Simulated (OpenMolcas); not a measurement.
Ag2+ among 6 point charges of -1.7 e arranged as a trigonal antiprism (D3d), 2.15 Å from the ion, with a polar angle of 71.2° against the regular 54.74°.
```
   0.0000    2.0348    0.6944  -1.70
  -1.7622   -1.0174    0.6944  -1.70
   1.7622   -1.0174    0.6944  -1.70
   0.0000   -2.0348   -0.6944  -1.70
   1.7622    1.0174   -0.6944  -1.70
  -1.7622    1.0174   -0.6944  -1.70
```

| Property | Result |
| --- | --- |
| Program | OpenMolcas |
| Method | SS-CASPT2, IPEA 0.25 Eh, imaginary shift 0.1 Eh (closed shells correlated: 4s 4p) |
| Basis | ANO-RCC-VDZP [6s5p3d1f] |
| Scalar Hamiltonian | DKH2, point nucleus |
| Active space | 9 electrons in 5 orbitals (4d) |
| State averaging | 2S+1 = 2 even, 5 roots |
| Spin-orbit coupling | state interaction with AMFI integrals over the reference wave functions |

Task: What is the spin-free ground state (labels of D3, the rotations of D3d)?

Result: 2E, 2-fold in its orbital part, 100 % from free-ion D terms; it has the highest spin that d9 allows.

Task: Where is the first state of the same spin?

Result: 2E at 11400 cm-1 above the ground state.

Task: What are the lowest two levels with spin-orbit coupling?

Result: A 2-fold level E1/2 with g = 0.01, 0.01, 5.85, then a 2-fold level E3/2 3270 cm-1 above it. Their leading multiplicities are 2 (100 %) and 2 (100 %).

Task: What is χT at 300 K, and how does it compare with the textbook value?

Result: The lowest level has 2S+1 = 2, for which the spin-only value is χT = S(S+1) / 2 = 0.375 cm3 K/mol (g = 2). The computed 1.122 at 300 K differs by +0.747, through orbital momentum, spin-orbit coupling and any other state in reach.

Roots that are degenerate in the reference are averaged as groups; the widest CASPT2 spread within a group is 43 cm-1 (the 2-fold group of multiplicity 2 near 11400 cm-1 above the lowest state of its run). Shifts and gaps below about the spread of the groups concerned are not significant. An orbital doublet at a regular site is open to a Jahn-Teller distortion, which this geometry leaves out. Free-ion shares, where given, are those of the reference states; single-state CASPT2 does not remix them. Point charges carry no covalency, so the field is a model and not that of real ligands. No measured value stands beside these numbers.
